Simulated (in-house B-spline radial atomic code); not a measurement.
RPA and G0W0 on PBE: the silicon ion Si²⁺

Configuration [Ne] 3s2, mean-field start PBE. Computed with an all-electron radial atomic-structure program (B-spline basis): all electrons, scalar-relativistic (spin-free one-electron X2C), finite nucleus, each spin shell either full or empty, empty states to l = 9 with an (l + 1/2)⁻⁴ tail; G0W0 by contour deformation at full frequency.

Command:
```bash
python run_gw.py task.json out
```
Settings (radii: box in bohr, nucleus in fm):
```
Z                        14
electrons                12
configuration            [Ne] 3s2
hamiltonian              x2c
method                   pbe,pbe
lmax                     9
rms_radius               3.1224
spin_polarised           False
box_radius               17.55
intervals                71
ion_configuration        [Ne] 3s1
```

Run time, properties included: 2.3 s on 1 thread of AMD EPYC 7R13 Processor, with other jobs on the host.

Energies (hartree):

| term | value |
| --- | --- |
| mean-field total | -288.94260 |
| Hartree-Fock functional on these orbitals | -288.59287 |
| direct second order | -0.8521 |
| second-order exchange | 0.31131 |
| SOSEX correction | 0.27227 |

Q: What is the RPA correlation energy, and what remains with SOSEX?

A: RPA gives -0.73091 hartree (-1.66 eV per electron); RPA + SOSEX gives -0.45864, and the second-order doubles -0.54078 hartree (no singles). SOSEX takes back 37 % of the RPA value.

Quasi-particle levels (eV):

```json
{"level": "3s", "occupied": "yes", "mean field": "-28.533", "Σx - vxc": "-3.67", "Σc": "?", "QP weight": "?", "G0W0": "?"}
{"level": "3p", "occupied": "no", "mean field": "-20.503", "Σx - vxc": "5.42", "Σc": "-1.68", "QP weight": "0.915", "G0W0": "-16.761"}
```

G0W0 = mean field + (Σx - vxc) + Σc, with Σc (partial-wave tail included) taken at the quasi-particle energy. Levels of low weight are left out.

Q: Where does G0W0 put 3s?

A: At -33.82 eV, with Σc = -1.62 eV and a quasi-particle weight of 0.929. The tabulated removal energy is 33.493 eV (NIST, measured); the calculation leaves out spin-orbit coupling, Breit and QED terms, and what these don't explain is the method's own error.

Q: What does it cost to remove one electron (to [Ne] 3s1) by differences of total energies, each species on its own start (correlation terms add to the Hartree-Fock functional)?

A: PBE 33.45 eV, Hartree-Fock functional 32.00 eV, + RPA 33.99 eV, + RPA + SOSEX 33.47 eV, + second order 34.20 eV. Tabulated: 33.493 eV (NIST, measured); the calculation leaves out spin-orbit coupling, Breit and QED terms, and what these don't explain is the method's own error.
